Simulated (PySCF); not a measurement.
# Polarisability and C₆ of V³⁺ (vanadium, charge +3)

[Ar] 3d2, high-spin 3F determinant. All numbers are calculated (PySCF 2.14, the non-relativistic Hamiltonian (point nucleus), in aug-cc-pVTZ (8s7p5d3f2g, 93 functions)). Coupled (time-dependent) response in atomic units; α is the mean over directions.

```csv
method,mean α (bohr³),C₆ (like pair),S(−4)
wB97X-V,2.210,5.617,1.738
```

S(−4) is the Cauchy moment in α(ω) = α(0) + S(−4) ω² + …

α(iu) at wB97X-V:

| u (hartree) | α(iu) (bohr³) |
| --- | --- |
| 0 | 2.210 |
| 0.0500 | 2.206 |
| 0.100 | 2.193 |
| 0.200 | 2.145 |
| 0.300 | 2.075 |
| 0.500 | 1.903 |
| 0.750 | 1.679 |
| 1.00 | 1.473 |
| 1.50 | 1.128 |
| 2.00 | 0.8693 |
| 3.00 | 0.5433 |
| 5.00 | 0.2612 |

A single London oscillator, α(iu) = α/(1 + u²/ω²), gives C₆ = (3/4) ω α². Matching the computed C₆ needs ω = 4 × 5.617 / (3 × 2.210²) = 1.53 hartree.

For an ion, C₆ is the dispersion term alone; charge-induced terms of lower order in 1/R come first.
